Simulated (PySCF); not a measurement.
**Electron correlation in C (carbon, neutral)**

[He] 2s2 2p1 3s1, high-spin 3P determinant (an excited configuration). Computed with PySCF 2.14 in aug-cc-pVTZ with one added diffuse shell each of s, p, d, f type (6s5p4d3f, 62 functions), with the non-relativistic Hamiltonian (point nucleus). Frozen: 1s2; 4 electrons correlated.

```tsv
level	correlation energy (mhartree)
CCSD	-81.84
(T)	-1.93
CCSD(T)	-83.77
```

Diagnostics: T1 = 0.023, D1 = 0.0607, largest double amplitude 0.127.

The outer electron is Rydberg-like, and this basis confines it to a smaller radius and binds it less than a complete one would.

Cost of the coupled-cluster step: of the order of 12 core-seconds, for 4 correlated electrons.
